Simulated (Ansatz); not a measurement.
The multiplicity is imposed and other spin states were not computed.

Cartesian coordinates (Å):
```xyz
5

Ag    -0.1345     0.0723    -0.0122
O     -1.8458     0.8735    -2.4332
C     -1.2023     0.6093    -1.5320
O      0.9529    -0.4247     1.5231
H      0.9197    -1.3717     1.7149
```
Charge 0, spin multiplicity 1.

Level of theory: frozen-core CCSD(T)/def2-TZVPP // r2SCAN-D4/def2-SVP run with Ansatz (an electronic-structure program).

| Item | Result |
|---|---|
| HF energy | -334.35440 Ha |
| MP2 correlation energy | -1.33069 Ha |

Estimate the CCSD correlation energy, the (T) correction, the total energy and the T1 diagnostic.


```
Quantity                        Result
-----------------------  -------------
CCSD correlation energy    -1.28095 Ha
(T) correction             -0.05292 Ha
CCSD(T) total energy     -335.68827 Ha
T1 diagnostic                    0.020
```
